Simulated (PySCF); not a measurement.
**Ni⁺: ionisation energy**

Ni⁺ [Ar] 3d9 (2D) → Ni²⁺ [Ar] 3d8 (3F), as a difference of total energies. Computed with PySCF 2.14 in x2c-SVPall (5s3p3d1f, 36 functions), with scalar relativity by spin-free X2C-1e. Correlated levels: valence: [Ar] frozen. The calculations carry no spin-orbit coupling.

Q: Order these methods by the ionisation energy they give, lowest first.
A. MP2 (valence)
B. SCS-MP2 (valence)
C. LDA
D. UHF

A: D (15.034 eV), B (17.437 eV), A (17.728 eV), C (19.594 eV).

The reference lies between the lowest fine-structure levels, while these numbers refer to the centres of the terms.

Errors of the correlated levels include the incompleteness of this basis and the frozen core.

For comparison: 18.169 eV (measured; NIST Atomic Spectra Database, ionization energies).
